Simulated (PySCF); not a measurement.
C8H16N2.
Atom-mapped SMILES: `[CH3:1][CH2:2][CH2:3]/[C:4](=[N:5]/[NH:6][CH3:7])[CH:8]1[CH2:9][CH2:10]1` (hydrogens: H11, H12, H13 on C1; H14, H15 on C2; H16, H17 on C3; H18 on N6; H19, H20, H21 on C7; H22 on C8; H23, H24 on C9; H25, H26 on C10)

Cartesian coordinates in Å at the GFN2-xTB level; atoms count from 1:
```
atom  x, y, z in Å
C1     3.5720   -0.5845   -0.5221
C2     2.2646   -0.2458    0.1821
C3     1.0531   -0.5393   -0.7076
C4    -0.2337   -0.2155   -0.0072
N5    -1.0227   -1.1851    0.2299
N6    -2.1558   -1.0363    0.9400
C7    -3.1378   -2.0745    0.7472
C8    -0.4925    1.1939    0.4263
C9    -1.5201    2.0263   -0.2967
C10   -0.0666    2.3750   -0.3899
H11    3.6021   -1.6403   -0.7812
H12    3.6761   -0.0047   -1.4370
H13    4.4216   -0.3643    0.1204
H14    2.2625    0.8105    0.4587
H15    2.1796   -0.8325    1.0990
H16    1.1350    0.0446   -1.6280
H17    1.0358   -1.5964   -0.9736
H18   -2.5385   -0.0951    1.0152
H19   -2.6070   -3.0201    0.6603
H20   -3.7472   -1.9294   -0.1539
H21   -3.7953   -2.1059    1.6158
H22   -0.4592    1.3164    1.5065
H23   -1.9909    1.5981   -1.1705
H24   -2.1722    2.6684    0.2784
H25    0.4351    2.2038   -1.3294
H26    0.2810    3.2553    0.1307
```

Computed at PBE0/pcSseg-1 (PySCF, non-relativistic), with Q(14N) = 0.02044 b: N5, 14N (I = 1): χzz = -5.762 MHz, η = 0.138; N6, 14N (I = 1): χzz = -6.229 MHz, η = 0.315.

Q: Where would the pure quadrupole (NQR) lines of 14N at N5 fall for the rigid, isolated species?

A: From ν± = (3/4)|χ|(1 ± η/3) and ν0 = |χ|η/2: ν+ 4.520 MHz, ν− 4.123 MHz, ν0 0.396 MHz (C=N nitrogen).

Q: Where would the pure quadrupole (NQR) lines of 14N at N6 fall for the rigid, isolated species?

A: From ν± = (3/4)|χ|(1 ± η/3) and ν0 = |χ|η/2: ν+ 5.163 MHz, ν− 4.181 MHz, ν0 0.982 MHz (nitrogen bonded to C, N and H).

In a crystal, neighbours and librations shift these lines. GFN2-xTB bond lengths can be off by several hundredths of an ångström, more for odd bonds, and the gradients follow them. These gradients aren't converged with respect to the basis.

These values come from a run that also computed NMR shieldings. Rough CPU time on one thread of a shared machine: about 2.9 min.

One conformer stands for the species.
